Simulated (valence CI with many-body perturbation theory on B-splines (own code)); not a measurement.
## Forbidden lines of Tc³⁷⁺

Computed by relativistic CI+MBPT: four valence electrons over a frozen Dirac-Fock core [He], radial functions for each j: 11 s, 11 p, 9 d, 7 f, 5 g, 2 h, 1 i, with the one-electron correlation potential Σ1 (screened to all orders), the two-electron term Σ2, the three-electron term Σ3, Breit, model QED; selected single and double excitations, second order for the rest (own B-spline code, finite nucleus).

The last digits are not significant, and no measured levels were compared; by estimate large intervals hold to a few tenths of a per cent, small ones and those within an open d or f shell to about a per cent. Among the levels kept, up to 290 cm⁻¹ of a level comes from second order outside the variational space, and about a tenth of that is noise between levels of different J, which matters for small intervals.

Lines 1 to 42 of 42 in falling wavelength, among levels below 3427.7 eV, chosen from the decays that carry over 1 % of a level's rate. Wavelengths and rates use the calculated energies. Electric multipoles are in the length gauge, E1 and E2 with the static RPA response of the core. Weak lines are less certain than strong ones. Lines between different terms over intervals too small for the method are left out, as are lines whose strength nearly cancels. The highest levels of a list are the least certain.

Levels are named by their leading jj configuration (3d3/2^4 stands for four electrons in 3d with j = 3/2), which in mixed levels can hold well under half, so a name can repeat and another be missing. Letters in brackets count levels of one name in rising energy.

| λ vac (nm) | Upper | Lower | Type | A (s⁻¹) | Branch % |
| --- | --- | --- | --- | --- | --- |
| 97.91 | (2s^2 2p1/2 2p3/2) J=2 | (2s^2 2p1/2 2p3/2) J=1 | M1 | 6.09e+03 | 51.0 |
| 10.72 | (2s^2 2p1/2 2p3/2) J=1 | (2s^2 2p1/2^2) J=0 | M1 | 1.08e+07 | 100.0 |
| 9.948 | (2s^2 2p3/2^2) J=2 | (2s^2 2p1/2 2p3/2) J=2 | M1 | 9.92e+06 | 48.4 |
| 9.661 | (2s^2 2p1/2 2p3/2) J=2 | (2s^2 2p1/2^2) J=0 | E2 | 5.86e+03 | 49.0 |
| 9.030 | (2s^2 2p3/2^2) J=2 | (2s^2 2p1/2 2p3/2) J=1 | M1 | 1.05e+07 | 51.4 |
| 7.414 | (2s^2 2p3/2^2) J=0 | (2s^2 2p1/2 2p3/2) J=1 | M1 | 3.34e+07 | 99.9 |
| 0.4516 | (2s^2 2p3/2 3d5/2) J=4 | (2s 2p3/2^3) J=2 | E2 | 3.40e+08 | 4.7 |
| 0.4355 | (2s^2 2p3/2 3d5/2) J=4 | (2s 2p1/2 2p3/2^2) J=2 [b] | E2 | 2.33e+08 | 3.2 |
| 0.4285 | (2s^2 2p3/2 3d5/2) J=4 | (2s 2p1/2 2p3/2^2) J=3 | E2 | 3.84e+08 | 5.3 |
| 0.4270 | (2s 2p1/2 2p3/2 3p3/2) J=4 | (2s 2p1/2 2p3/2^2) J=2 [b] | E2 | 1.37e+09 | 1.4 |
| 0.4256 | (2s^2 2p3/2 3p1/2) J=2 | (2s^2 2p3/2^2) J=0 | E2 | 1.50e+10 | 1.9 |
| 0.4248 | (2s^2 2p3/2 3d5/2) J=4 | (2s 2p1/2 2p3/2^2) J=2 [a] | E2 | 1.16e+08 | 1.6 |
| 0.4238 | (2s^2 2p1/2 3p1/2) J=1 | (2s^2 2p1/2 2p3/2) J=2 | E2 | 4.90e+10 | 17.9 |
| 0.4234 | (2s 2p1/2^2 3p1/2) J=0 | (2s 2p1/2^2 2p3/2) J=2 | E2 | 8.75e+10 | 3.4 |
| 0.4219 | (2s^2 2p1/2 3p1/2) J=1 | (2s^2 2p1/2 2p3/2) J=1 | E2 | 4.71e+10 | 17.2 |
| 0.4216 | (2s^2 2p3/2 3p1/2) J=1 | (2s^2 2p3/2^2) J=2 | E2 | 5.43e+10 | 4.6 |
| 0.4212 | (2s^2 2p3/2 3p1/2) J=2 | (2s^2 2p3/2^2) J=2 | E2 | 6.48e+10 | 8.3 |
| 0.4207 | (2s^2 2p1/2 3p1/2) J=0 | (2s^2 2p1/2 2p3/2) J=2 | E2 | 8.65e+10 | 7.4 |
| 0.4204 | (2s 2p1/2 2p3/2 3p3/2) J=4 | (2s 2p1/2 2p3/2^2) J=3 | E2 | 2.07e+10 | 21.5 |
| 0.4194 | (2s 2p1/2 2p3/2 3p3/2) J=0 [b] | (2s 2p1/2 2p3/2^2) J=2 [b] | E2 | 3.68e+10 | 3.2 |
| 0.4177 | (2s^2 2p1/2 3p3/2) J=1 | (2s^2 2p1/2 2p3/2) J=2 | E2 | 2.13e+10 | 1.0 |
| 0.4175 | (2s^2 2p3/2 3p3/2) J=3 | (2s^2 2p3/2^2) J=2 | E2 | 3.12e+10 | 4.4 |
| 0.4174 | (2s^2 2p3/2 3p3/2) J=1 | (2s^2 2p3/2^2) J=2 | E2 | 3.66e+10 | 5.1 |
| 0.4173 | (2s 2p1/2^2 3p3/2) J=2 | (2s 2p1/2^2 2p3/2) J=2 | E2 | 3.29e+10 | 1.2 |
| 0.4172 | (2s^2 2p1/2 3p3/2) J=2 | (2s^2 2p1/2 2p3/2) J=2 | E2 | 3.21e+10 | 7.2 |
| 0.4159 | (2s^2 2p1/2 3p3/2) J=1 | (2s^2 2p1/2 2p3/2) J=1 | E2 | 2.39e+10 | 1.2 |
| 0.4154 | (2s^2 2p1/2 3p3/2) J=2 | (2s^2 2p1/2 2p3/2) J=1 | E2 | 1.48e+10 | 3.3 |
| 0.4133 | (2s 2p1/2 2p3/2 3d5/2) J=5 | (2s 2p1/2 2p3/2^2) J=3 | M2 | 9.00e+08 | 16.5 |
| 0.4132 | (2s^2 2p3/2 3p3/2) J=0 | (2s^2 2p3/2^2) J=2 | E2 | 1.05e+11 | 4.2 |
| 0.4099 | (2s^2 2p3/2 3d5/2) J=4 | (2s^2 2p3/2^2) J=2 | M2 | 8.32e+08 | 11.5 |
| 0.4096 | (2s 2p1/2 2p3/2 3p3/2) J=0 [b] | (2s 2p1/2 2p3/2^2) J=2 [a] | E2 | 1.98e+10 | 1.7 |
| 0.4091 | (2s^2 2p3/2 3d5/2) J=4 | (2s 2p1/2^2 2p3/2) J=2 | E2 | 6.25e+08 | 8.6 |
| 0.4016 | (2s 2p1/2 2p3/2 3p3/2) J=4 | (2s 2p1/2^2 2p3/2) J=2 | E2 | 5.42e+10 | 56.2 |
| 0.4007 | (2s^2 2p3/2 3p3/2) J=3 | (2s^2 2p1/2 2p3/2) J=2 | E2 | 2.41e+10 | 3.4 |
| 0.4006 | (2s^2 2p3/2 3p3/2) J=1 | (2s^2 2p1/2 2p3/2) J=2 | E2 | 3.46e+10 | 4.9 |
| 0.3999 | (2s^2 2p1/2 3p3/2) J=2 | (2s^2 2p1/2^2) J=0 | E2 | 4.21e+10 | 9.4 |
| 0.3991 | (2s^2 2p3/2 3p3/2) J=3 | (2s^2 2p1/2 2p3/2) J=1 | E2 | 2.93e+10 | 4.1 |
| 0.3986 | (2s^2 2p3/2 3p3/2) J=2 | (2s^2 2p1/2 2p3/2) J=2 | E2 | 3.39e+10 | 1.0 |
| 0.3967 | (2s^2 2p3/2 3p3/2) J=0 | (2s^2 2p1/2 2p3/2) J=2 | E2 | 5.01e+10 | 2.0 |
| 0.3951 | (2s 2p1/2 2p3/2 3d5/2) J=5 | (2s 2p1/2^2 2p3/2) J=2 | E3 | 9.92e+07 | 1.8 |
| 0.3937 | (2s^2 2p3/2 3d5/2) J=4 | (2s^2 2p1/2 2p3/2) J=2 | M2 | 2.32e+08 | 3.2 |
| 0.3816 | (2s 2p1/2 2p3/2 3d3/2) J=4 | (2s^2 2p1/2 2p3/2) J=2 | E2 | 5.64e+10 | 5.3 |
